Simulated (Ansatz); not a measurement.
Input for Ansatz (development build ahead of 0.2.0):

```yaml
crystal:
  periodic: [false, false, false]
  atoms:
    - { symbol: Sc, position_ang: [0.0, 0.0, 0.0] }
    - { symbol: F, position_ang: [1.67636, 0.0, 0.0] }
    - { symbol: F, position_ang: [-0.83818, 1.45177, 0.0] }
    - { symbol: F, position_ang: [-0.83818, -1.45177, 0.0] }
basis:
  gaussian: { orbitals: cc-pVDZ }
hamiltonian:
  xc: hf
```

The input is written out in the form of the current development build from the run's settings.

The run gave:

- Converged: yes
- Total energy: -1058.31575 hartree
- Spin squared of the determinant: 0.000

Caution: no unrestricted run beside it, a lower state can exist.
